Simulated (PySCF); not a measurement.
iminoborane (BH₂N), SMILES B=N. The structure is a stationary point at B3LYP-D3(BJ)/def2-TZVPD.

Level of theory: B3LYP-D3(BJ)/def2-TZVPD (PySCF 2.14.0).

Harmonic wavenumbers (cm⁻¹): 480, 480, 754, 754, 1848, 2893, 3859. Rotational constants (GHz): 33.40 (linear); symmetry number 1.

**Question.** Work out the zero-point energy and the ideal-gas rigid-rotor harmonic-oscillator thermochemistry at 298.15 K and 1 atm.

**Answer.** ZPE = ½ Σ hcν = ½ × 11068 cm⁻¹ = 15.82 kcal/mol. H − E(el) = 18.31 kcal/mol. Entropy in cal/(mol K): translation 35.80, rotation 12.37, vibration 1.92, total 50.09. G − E(el) = 3.38 kcal/mol. Cp = 11.02 cal/(mol K).
